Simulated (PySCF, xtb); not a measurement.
In(H)(OH)(OEt) (C2H7InO2), SMILES CC[O][InH][OH].

GFN2-xTB run with xtb 6.7.1 at its own geometry gives an orbital gap of 3.24 eV and a dipole moment of 1.86 D.

The structure is a stationary point at r2SCAN-D4/def2-SVP. The structure was generated by enumeration; whether it is a known compound was not checked. The def2 effective core potentials stand for the cores of In; spin–orbit coupling is left out. Other conformers were not sampled.

**Question.** What does M06-2X/def2-TZVP run with PySCF give? (The exact figures need the calculation; the answer reports its results.)

**Answer.** gap 8.12 eV (levels -8.89 and -0.78 eV), dipole 2.42 D.
